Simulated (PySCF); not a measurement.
# Computed structure and properties of Bi2O2Cl2

System: Bi2O2Cl2 (singlet); start: displaced along the imaginary mode (C2v). Method: PySCF 2.14.0, RKS BP86, Bi def2-SVP with ECP60, O def2-SVP, Cl def2-SVP; non-relativistic Hamiltonian with scalar-relativistic core potentials where named; density fitting; no spin-orbit coupling.

Input of the relaxation:

```python
mol = gto.M(atom='''
Bi    -0.00000     0.02976     1.62255
Bi     0.00000     0.02976    -1.62255
O      1.47359    -0.25000     0.00000
O     -1.47359    -0.25000    -0.00000
Cl    -0.00000    -0.06348     4.29119
Cl     0.00000    -0.06348    -4.29119''',
    basis={'Bi': 'def2-SVP', 'O': 'def2-SVP', 'Cl': 'def2-SVP'},
    ecp={'Bi': 'def2-SVP'},
    charge=0, spin=0)
mf = dft.RKS(mol, xc='B88,P86')
mf.grids.atom_grid = (50, 194)
mf = mf.density_fit()  # fitting sets: Bi def2-universal-JKFIT, O def2-universal-JKFIT, Cl def2-universal-JKFIT
mf.conv_tol = 1e-08; mf.max_cycle = 55
mf.kernel(dm0)  # dm0: converged density of the start geometry
# quasi-Newton relaxation in Cartesian coordinates to a largest gradient under 0.00045 Eh/bohr, steps kept in the point group
```

Run from Python with OMP_NUM_THREADS=2; the lines above give its settings. Where DIIS fails, smearing, a level shift and second-order steps follow.
It took 90 s on 2 threads of Arm Neoverse V2, with other jobs on the host, from the converged density of the start.

Course of the relaxation:

```json
{"step": "0", "energy above end (eV)": "2.4154", "largest force component within the symmetry (eV/Å)": "0.763"}
{"step": "1", "energy above end (eV)": "1.9851", "largest force component within the symmetry (eV/Å)": "0.727"}
{"step": "2", "energy above end (eV)": "1.6434", "largest force component within the symmetry (eV/Å)": "0.903"}
{"step": "3", "energy above end (eV)": "1.3136", "largest force component within the symmetry (eV/Å)": "1.103"}
{"step": "4", "energy above end (eV)": "1.0567", "largest force component within the symmetry (eV/Å)": "1.330"}
{"step": "5", "energy above end (eV)": "0.7961", "largest force component within the symmetry (eV/Å)": "0.398"}
{"step": "6", "energy above end (eV)": "0.5334", "largest force component within the symmetry (eV/Å)": "0.458"}
{"step": "7", "energy above end (eV)": "0.3329", "largest force component within the symmetry (eV/Å)": "0.275"}
{"step": "10", "energy above end (eV)": "0.0598", "largest force component within the symmetry (eV/Å)": "0.267"}
{"step": "11", "energy above end (eV)": "0.0228", "largest force component within the symmetry (eV/Å)": "0.323"}
{"step": "12", "energy above end (eV)": "0.0026", "largest force component within the symmetry (eV/Å)": "0.090"}
{"step": "13", "energy above end (eV)": "0.0009", "largest force component within the symmetry (eV/Å)": "0.084"}
{"step": "14", "energy above end (eV)": "0.0000", "largest force component within the symmetry (eV/Å)": "0.017"}
{"step": "15", "energy above end (eV)": "0.0000", "largest force component within the symmetry (eV/Å)": "0.006"}
```
(The steps between are left out.)

Relaxed geometry (C2v):

```xyz
6

Bi    0.0000    0.7106    1.6164
Bi    0.0000    0.7106   -1.6164
O     1.4011    0.6975    0.0000
O    -1.4011    0.6975    0.0000
Cl    0.0000   -1.6918    2.3255
Cl    0.0000   -1.6918   -2.3255
```

```tsv
contact	Å
Bi1–O3 (O)	2.139
Bi1–O4 (O)	2.139
Bi1–Cl5 (Cl)	2.505
Bi2–Cl6 (Cl)	2.505
```

On the finer grid (75, 302):

- HOMO: -6.65 eV
- LUMO: -3.43 eV
- Dipole about the centre of mass: 5.73 D
- Set of Mulliken populations of Bi1 outside the core potential: s 3.90, p 7.95, d 10.21
- D3(BJ) dispersion energy (not in the energies): -0.550 eV

```csv
atom,Mulliken (e),Löwdin (e),spin (e)
Bi1,0.94,0.70,0.00
Bi2,0.94,0.70,0.00
O3,-0.63,-0.52,0.00
O4,-0.63,-0.52,0.00
Cl5,-0.31,-0.18,0.00
Cl6,-0.31,-0.18,0.00
```

On the grid (50, 194), as all that follows. Harmonic modes: a minimum within the noise of the softest modes; lowest 46 cm⁻¹ (negative: unstable), highest 567 cm⁻¹, zero-point energy 0.211 eV.

Rigid scan of O along the line from its metal, all other atoms held (where the atom bridges, its other bond changes as well):

```json
{"distance to O3 (Å)": "1.84", "energy (eV)": "1.039"}
{"distance to O3 (Å)": "1.94", "energy (eV)": "0.392"}
{"distance to O3 (Å)": "2.04", "energy (eV)": "0.084"}
{"distance to O3 (Å)": "2.14", "energy (eV)": "0.000"}
{"distance to O3 (Å)": "2.24", "energy (eV)": "0.062"}
{"distance to O3 (Å)": "2.34", "energy (eV)": "0.217"}
{"distance to O3 (Å)": "2.44", "energy (eV)": "0.426"}
{"distance to O3 (Å)": "2.59", "energy (eV)": "0.796"}
```

Taking off one Cl (charge -1, singlet; the rest: singlet) in vacuum, both parts rigid, costs 8.14 eV; the small basis without counterpoise inflates it. Most of it is the attraction of opposite charges; other ways to part are cheaper, and one spin state was tried for the rest.

Rigid scan of Cl along the line from its metal, all other atoms held (where the atom bridges, its other bond changes as well):

(distance to Cl5 (Å), energy (eV)): (2.20, 0.759), (2.30, 0.291), (2.40, 0.064), (2.50, 0.000), (2.60, 0.048), (2.70, 0.166), (2.90, 0.520), (3.20, 1.132), (3.60, 1.861), (4.10, 2.520)

One start shape was tried, so this needn't be the lowest isomer.
